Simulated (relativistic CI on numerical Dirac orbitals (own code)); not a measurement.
Line list: Forbidden lines, Re46+

Calculated at this level of theory: Dirac-Coulomb-Breit CI, orbitals from a KLI potential per configuration, QED by a radiative potential, unscaled Slater integrals (own radial code, finite nucleus).

Configuration list (outside the closed core [Ar]): 3d¹⁰4s, 3d¹⁰4p, 3d¹⁰4d, 3d¹⁰4f, 3d¹⁰5s, 3d¹⁰5p, 3d¹⁰5d, 3d¹⁰5f, 3d¹⁰5g, 3d¹⁰6s, 3d¹⁰6p, 3d¹⁰6d, 3d⁹4s², 3d¹⁰6f, 3d⁹4s4p, 3d¹⁰7s, 3d¹⁰8s, 3d⁹4s4d, 3d⁹4s4f, 3d⁹4s5s, 3d⁹4s5p, 3d⁹4s5d, 3d⁹4s5f. Double excitations out of closed p, d and f shells are left out; levels of such configurations are missing from the list, as are those of other unlisted configurations, and high levels can miss mixing partners.

```
λ vac (nm)                Lower                 Upper  Type   A (s⁻¹)  log gf
   0.60014     3d¹⁰4s ²S1/2 [1]    3d⁹4s4d ²D3/2 [82]    E2  8.48e+09   -3.74
   0.62113     3d¹⁰4s ²S1/2 [1]    3d⁹4s4d ²D5/2 [67]    E2  8.72e+09   -3.52
   0.62144     3d¹⁰4s ²S1/2 [1]    3d⁹4s4d ²P3/2 [66]    E2  1.85e+10   -3.37
   0.62350     3d¹⁰4s ²S1/2 [1]    3d⁹4s4d ²D5/2 [64]    E2  1.81e+10   -3.20
   0.73902     3d¹⁰4s ²S1/2 [1]     3d⁹4s² ²D3/2 [25]    E2  5.73e+09   -3.73
   0.74211    3d¹⁰4p ²P°1/2 [2]   3d⁹4s4p ⁴F°5/2 [31]    E2  4.66e+09   -3.64
   0.74405    3d¹⁰4p ²P°3/2 [3]   3d⁹4s4p ⁴D°5/2 [46]    E2  2.31e+09   -3.94
   0.74486    3d¹⁰4p ²P°3/2 [3]   3d⁹4s4p ²F°7/2 [45]    E2  4.61e+09   -3.51
   0.77150     3d¹⁰4s ²S1/2 [1]     3d⁹4s² ²D5/2 [21]    E2  4.85e+09   -3.59
   0.77374    3d¹⁰4f ²F°7/2 [7]  3d⁹4s4f ²H°11/2 [99]    E2  5.06e+09   -3.26
   0.77427    3d¹⁰4p ²P°1/2 [2]   3d⁹4s4p ²P°3/2 [29]    E2  5.97e+09   -3.67
   0.77489    3d¹⁰4p ²P°1/2 [2]   3d⁹4s4p ²F°5/2 [28]    E2  4.38e+09   -3.63
   0.77680    3d¹⁰4p ²P°3/2 [3]   3d⁹4s4p ⁴D°7/2 [38]    E2  2.50e+09   -3.74
   0.77715    3d¹⁰4p ²P°3/2 [3]   3d⁹4s4p ²D°5/2 [36]    E2  3.40e+09   -3.73
   0.77884    3d¹⁰4p ²P°1/2 [2]   3d⁹4s4p ⁴P°5/2 [26]    E2  1.48e+09   -4.09
    11.489  3d⁹4s4p ⁴P°5/2 [26]   3d⁹4s4p ⁴F°9/2 [35]    E2  1.70e+05   -5.47
    12.403  3d⁹4s4p ⁴F°7/2 [27]   3d⁹4s4p ⁴F°9/2 [35]    M1  5.44e+06   -3.90
```

Terms are leading LS components. Brackets give the number of a level in order of energy, since labels repeat. The list gives strong lines, with weight on those to low levels, among the lowest 123 of 227 levels, so that lines to higher ones, which can be the strongest, are missing. Levels whose partners in the same complex of configurations lie outside the list can be far off, and so can their lines. Rates are taken at the computed energies, electric ones in the length gauge.

At this charge energies of transitions that change n are usually good to better than 1 %, and those within a shell (Δn = 0) to a few per cent.

**Question.** From the table, what is the radiative lifetime of 3d⁹4s4p ⁴F°9/2?

**Answer.** The listed rates from this level add up to about 5.61e+06 s⁻¹, 98 % of its decay; with all channels τ = 1.74e-07 s.

LS names give the leading component of a level, which can be under half, so a name can repeat, a term be missing and a line seem to break the LS rules.
